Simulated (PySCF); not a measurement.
# I3: fields on a plane

These are results of UB3LYP/[I def2-SVP with ECP28], scalar-relativistic core potentials, density fitting, no spin–orbit coupling, PySCF, not measurements.

The doublet minimum has I–I 2.881 Å (×2); I–I–I 150.1°.

The plane holds I1 at (0.00, 0.00), I2 at (2.88, 0.00), I3 at (-2.50, 1.44) Å. Columns run from x = -4.35 to 5.25 Å, rows from y = 3.75 (top) to -1.95 Å, in steps of 0.3 Å. Other isomers or separated fragments may lie lower. Core electrons replaced by a potential are absent, the electrostatic potential uses the reduced nuclear charge, and values within about 0.7 Å of such atoms have no physical meaning.

Give the electron density (e/Å³) (cut at 5 e/Å³). Lower edges of the bins (e/Å³): '_' 0.000, '.' 0.030, ':' 0.076, '-' 0.151, '=' 0.268, '+' 0.455, '*' 0.750, '#' 1.218, '%' 1.960, '@' 3.136; top 5.00, each point printed twice.


```
__________________________________________________________________
__________________________________________________________________
________............______________________________________________
______..::------::::..____________________________________________
____..::--==++++==--::..__________________________________________
__..::--++**##**++==--::..________________________________________
__..--==**@@@@@@##++==::........________________....______________
__::--++%%@@@@@@@@**==--::::::::......____....::::::....__________
..::--++@@@@%%@@@@**==------------::......::::--------::..________
..::--++##@@@@@@%%**========++++====--::::--==++++++==--::..______
__..--==**##%%##**++====++**####**++==----==++######**==--..______
__..::--==++++++++======**@@@@@@@@**======++##@@@@@@%%++==::..____
____..::----====------++##@@@@@@@@##++====**@@@@@@@@@@**==::..____
______....::::::::::--++##@@@@@@@@##++====**@@@@@@@@@@**==::..____
__________..........--==**@@@@@@@@**==--==++##@@@@@@%%++--::..____
__________________..::--++**####**++------==++######**==--..______
____________________..::==++++++==--::::::--==++++++==--::..______
____________________....::--------::......::----------::..________
________________________....::......______....::::::....__________
______________________________________________......______________
```

Give the electrostatic potential (V) (cut at 20 V). Lower edges of the bins (V): '0' -0.13, '1' -0.01, '2' 0.18, '3' 0.48, '4' 0.95, '5' 1.70, '6' 2.89, '7' 4.78, '8' 7.76, '9' 12.50; top 20.0.


```
121111100000001111111000000000000
222222211000011111111100000000000
233344433211111111111100000000000
334556665432222211111100000000000
345678887654322222221110000000000
456899999865433332222111000000001
467999999986544433332222221111111
468999999987655554443444443322111
468999999997777766555566665543221
457999999988899987666789998654322
356899999988999999877899999875432
345689999889999999978999999986433
223567777789999999988999999986543
112344555679999999988999999986543
111123345679999999988999999986543
100112234568999999877899999875433
100111233456789998766688998764432
111111223345667776555556666543322
111111222334455555443344444333222
111111222233334444333222222222222
```

No spin–orbit coupling is included, which matters more the heavier the element.
